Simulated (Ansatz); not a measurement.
Calculated with Ansatz (gas phase, PBE0-D4/def2-TZVP geometries, no zero-point term in ΔE). CCSD(T)/CBS adds triple-zeta CCSD(T) − MP2 to the extrapolated MP2 energy (def2 sets, frozen cores). This one scheme is used for every species. DFT in def2-TZVPP. B3LYP here is the variant with VWN-RPA as its local correlation; programs differ in this. def2 core potentials past Kr. For Sb outer-core shells are correlated without core-valence functions, which leaves a few kJ/mol of doubt a bond. Each species was taken in one conformer, which may not be the lowest.

Reaction (hydrogenolysis of the Sb–C bond): `C[S][SbH][CH3]` + H₂ → `C[S][SbH2]` + CH₄

| level | ΔE (kJ/mol) |
| --- | --- |
| PBE-D4 | -41.1 |
| B3LYP-D4 | -45.3 |
| r2SCAN | -45.2 |
| PBE0 | -50.7 |
| HF/def2-TZVPP | -67.5 |
| SCS-MP2/def2-TZVPP | -39.8 |
| MP2/def2-QZVPP | -30.3 |
| HF/CBS(def2) | -66.8 |

(1) What does CCSD(T)/CBS give? (Best estimate.)

Largest T1 diagnostic among the species: 0.013.

Results:

(1) Computed: -37.1 kJ/mol. The listed levels differ from it by -4.0, -8.2, -8.1, -13.6, -30.4, -2.7, 6.8, -29.7 kJ/mol.

From PBE to PBE0 (25 % exact exchange), in def2-TZVPP and without D4, ΔE moves by −3.7 kJ/mol. In def2-TZVPP, CCSD(T) changes the Hartree–Fock value by +24.9 kJ/mol (the triples alone add +5.2 kJ/mol) and MP2 by +33.8 kJ/mol.
